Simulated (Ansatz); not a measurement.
Reactions of BClFH5OSi2, SMILES `B[Si](F)(Cl)O[SiH3]`.

Gas-phase electronic energies from Ansatz, PBE0-D4/def2-TZVP geometries. CBS: MP2 limit from def2 TZ/QZ plus the TZ coupled-cluster correction, frozen cores. This one scheme is used for every species. Functionals use def2-TZVPP. B3LYP here is the variant with VWN-RPA as its local correlation; programs differ in this. Elements past krypton have def2 core potentials. For Sn outer-core shells are correlated without core-valence functions, which leaves a few kJ/mol of doubt a bond. Each species was taken in one conformer, which may not be the lowest.

```tsv
reaction	ωB97X-V (kJ/mol)	r2SCAN-D4 (kJ/mol)	B3LYP-D4 (kJ/mol)	PBE0-D4 (kJ/mol)	CCSD(T)/CBS(def2) (kJ/mol)
`B[Si](F)(Cl)O[SiH3]` + `[NH2][SnH]([OH])[F]` → `[NH2][SnH]([F])[O][SiH3]` + `B[Si](O)(F)Cl`	1	1	3	1	0
`B[Si](F)(Cl)O[SiH3]` → `BCl` + `F[Si]O[SiH3]`	139	146	123	141	133
`B[Si](F)(Cl)O[SiH3]` + `O[SiH2][SiH3]` → `B[SiH](Cl)O[SiH3]` + `O[SiH2][SiH2]F`	38	42	38	40	37
`B[Si](F)(Cl)O[SiH3]` + H₂O → `B[Si](O)(F)Cl` + `O[SiH3]`	16	15	20	17	22
`B[Si](F)(Cl)O[SiH3]` + `C=C[SiH2]N` → `C=C[SiH2]N[SiH3]` + `B[Si](O)(F)Cl`	46	46	49	42	46
`B[Si](F)(Cl)O[SiH3]` + H–F → `F[Si](F)(Cl)O[SiH3]` + BH₃	-165	-166	-163	-151	-164
`B[Si](F)(Cl)O[SiH3]` + H₂ → `B[SiH](Cl)O[SiH3]` + H–F	138	144	139	129	135
`B[Si](F)(Cl)O[SiH3]` + `O[SiH3]` → `F[Si](Cl)(O[SiH3])O[SiH3]` + BH₃	-148	-148	-152	-138	-153
`B[Si](F)(Cl)O[SiH3]` + H₂ → `B[SiH](F)Cl` + `O[SiH3]`	115	120	121	111	119
```

Largest T1 diagnostic: 0.014, for `F[Si]O[SiH3]`.
